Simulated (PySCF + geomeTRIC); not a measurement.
Method: M06-2X/def2-TZVP (PySCF + geomeTRIC). fastk is a local helper that only speeds up exchange builds. No frequencies were computed at this level.

```python
import json, numpy as np
from pyscf import gto, dft
from fastk import lowrank_exchange
atoms = """
N     -0.630252    -0.159515    -0.138869
C      0.503456     0.046668     0.161412
O      1.646309     0.173897     0.257634
H     -1.519511    -0.061049     0.292015
"""
def scf(charge, spin, dm0=None):
    mol = gto.M(atom=atoms, basis='def2-tzvp', ecp={}, charge=charge, spin=spin, verbose=3, max_memory=3780)
    mf = dft.KS(mol, xc='m062x').density_fit(auxbasis="def2-universal-jkfit")
    mf.grids.level = 4
    mf.conv_tol = 1e-8
    mf.max_cycle = 60
    mf.kernel(dm0)
    if not mf.converged:
        mf = mf.newton().run(mf.mo_coeff, mf.mo_occ).undo_soscf()
    return mf
mf = scf(0, 0)
from pyscf.geomopt.geometric_solver import kernel as optimize
path = []
done, mol = optimize(mf, maxsteps=80, assert_convergence=False, callback=lambda env: path.append((env["energy"], bool(env["g_scanner"].converged))))
res = dict(converged=bool(done and path[-1][1]), energy=path[-1][0], path=[e for e, c in path], xyz=mol.atom_coords(unit="Angstrom").tolist(), nao=mol.nao)
json.dump(res, open("result.json", "w"))
```

Output:

```
converged SCF energy = -168.686200151554
Geometry optimization cycle 1
converged SCF energy = -168.686200151356
cycle 1: E = -168.686200151  dE = -168.686  norm(grad) = 0.0250571
Geometry optimization cycle 2
converged SCF energy = -168.68725987854
cycle 2: E = -168.687259879  dE = -0.00105973  norm(grad) = 0.00607332
Geometry optimization cycle 3
converged SCF energy = -168.687520577409
cycle 3: E = -168.687520577  dE = -0.000260699  norm(grad) = 0.00881708
Geometry optimization cycle 4
converged SCF energy = -168.687691309755
cycle 4: E = -168.68769131  dE = -0.000170732  norm(grad) = 0.00809434
Geometry optimization cycle 5
converged SCF energy = -168.687732275094
cycle 5: E = -168.687732275  dE = -4.09653e-05  norm(grad) = 0.0031924
Geometry optimization cycle 6
converged SCF energy = -168.687739416913
cycle 6: E = -168.687739417  dE = -7.14182e-06  norm(grad) = 0.000190622
Geometry optimization cycle 7
converged SCF energy = -168.687739553891
cycle 7: E = -168.687739554  dE = -1.36978e-07  norm(grad) = 7.61604e-05
<class 'geometric.internal.Distance'> : 3
<class 'geometric.internal.Angle'> : 1
<class 'geometric.internal.LinearAngle'> : 2
<class 'geometric.internal.TranslationX'> : 1
<class 'geometric.internal.TranslationY'> : 1
<class 'geometric.internal.TranslationZ'> : 1
<class 'geometric.internal.RotationA'> : 1
<class 'geometric.internal.RotationB'> : 1
<class 'geometric.internal.RotationC'> : 1
Step    0 : Gradient = 1.253e-02/1.781e-02 (rms/max) Energy = -168.6862001514
Step    1 : Displace = 2.810e-02/3.199e-02 (rms/max) Trust = 1.000e-01 (=) Grad = 3.037e-03/4.988e-03 (rms/max) E (change) = -168.6872598785 (-1.060e-03) Quality = 1.225
Step    2 : Displace = 2.112e-02/2.710e-02 (rms/max) Trust = 1.414e-01 (+) Grad = 4.409e-03/6.033e-03 (rms/max) E (change) = -168.6875205774 (-2.607e-04) Quality = 1.439
Step    3 : Displace = 2.345e-02/3.202e-02 (rms/max) Trust = 2.000e-01 (+) Grad = 4.047e-03/6.423e-03 (rms/max) E (change) = -168.6876913098 (-1.707e-04) Quality = 1.251
Step    4 : Displace = 6.767e-03/9.019e-03 (rms/max) Trust = 2.828e-01 (+) Grad = 1.596e-03/2.615e-03 (rms/max) E (change) = -168.6877322751 (-4.097e-05) Quality = 1.238
Step    5 : Displace = 2.258e-03/3.248e-03 (rms/max) Trust = 3.000e-01 (+) Grad = 9.531e-05/1.399e-04 (rms/max) E (change) = -168.6877394169 (-7.142e-06) Quality = 1.103
Step    6 : Displace = 5.872e-04/7.366e-04 (rms/max) Trust = 3.000e-01 (=) Grad = 3.808e-05/6.582e-05 (rms/max) E (change) = -168.6877395539 (-1.370e-07) Quality = 1.045
Converged! =D
```

Cost: about 90 core-seconds (a rough figure).
